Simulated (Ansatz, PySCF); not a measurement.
Reaction (SMILES): CCS [ethanethiol] + C (CH4) → CC (C2H6) + CS (CH4S)
Geometries: B3LYP-D3(BJ)/def2-TZVP minima from Ansatz (an electronic-structure program), one conformer each, not searched for the lowest.

Quantity: bond separation energy (enthalpy at 298 K, with B3LYP-D3(BJ) rigid-rotor harmonic-oscillator terms from PySCF), in kcal/mol. Valence correlation only, unless marked. Spin-orbit coupling is left out. No relativistic terms. CBS marks a two-point X^-3 extrapolation of the correlation energy; Hartree-Fock from the larger set. The bracket is a focal-point correction in the basis named.

```csv
level,program,bond separation energy (kcal/mol)
B3LYP-D3(BJ)/def2-TZVPD,Ansatz + dftd3,2.7
r2SCANh-D4/def2-TZVPD,Ansatz + dftd4,2.9
```

Question: Estimate the value at RI-MP2/CBS(cc-pV(T+d)Z,cc-pV(Q+d)Z)+[CCSD(T)-MP2]/cc-pV(T+d)Z as computed with Ansatz.

Answer: 3.0 kcal/mol, so r2SCANh-D4/def2-TZVPD differs from it by -0.1 kcal/mol.
